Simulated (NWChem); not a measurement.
System: TiNH₂OF; SMILES [F][Ti]([NH2])=[O]

```xyz
6

Ti     0.0558    -0.0502     0.1072
O      1.6448     0.1389    -0.0946
F     -0.6390    -1.6994    -0.0851
N     -0.8936     1.5850    -0.0677
H     -1.9150     1.6914    -0.1190
H     -0.4648     2.5011    -0.2437
```
Atoms are numbered in this order, from 1.

Results from NWChem. Medium grid unless said otherwise, to which SCAN and Minnesota functionals are sensitive. The geometry was optimised at PBE-D3(BJ)/def2-SVP. B3LYP is NWChem's, with the RPA form of VWN correlation.

Task: Order these by “dipole (D)”, lowest first: LC-wPBE (HJS exchange hole, range parameter 0.4 per bohr)/def2-SVP; Hartree-Fock/def2-SVP; LDA (Slater exchange, PW92)/def2-SVP; MPW1K/def2-SVP; revPBE/def2-SVP.

Result: revPBE/def2-SVP (3.45), LC-wPBE (HJS exchange hole, range parameter 0.4 per bohr)/def2-SVP (3.52), LDA (Slater exchange, PW92)/def2-SVP (3.58), MPW1K/def2-SVP (3.75), Hartree-Fock/def2-SVP (3.99)
